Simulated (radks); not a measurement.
Values are calculated unless marked as measured or tabulated.
Valence configurations of Kr+ (all share [Ar]). Code: a radial shooting solver on a logarithmic mesh with Libxc functionals. Model: scalar-relativistic Kohn-Sham, LDA (Slater exchange, Perdew-Wang correlation), spin-polarised, spherical densities, finite nucleus; open shells are filled with parallel spins first; Fermi nuclear charge, rms radius 4.1884 fm. Energies are relative to 3d10 4s2 4p5; eigenvalues in eV for spin up.

valence           E (eV)  moment (Bohr magnetons)    e(3d)    e(4p)    e(4s)
3d10 4s2 4p5       0.000                        1  -93.652  -20.048  -34.525
3d10 4s1.5 4p5.5   7.230                        1  -94.439  -20.386  -34.972
3d10 4s1 4p6      14.486                        1  -95.217  -20.721  -35.415
3d9.5 4s2 4p5.5   38.414                        1  -100.81  -20.831  -35.754
3d9.5 4s1.5 4p6   45.856                        1  -101.57  -21.158  -36.184
3d9 4s2 4p6       79.515                        1  -108.08  -21.606  -36.960

NIST lists [Ar] 3d10 4s2 4p5 as the ground configuration; this level of theory agrees among the configurations tried. The energies are those of spherical high-spin densities, not of single terms.
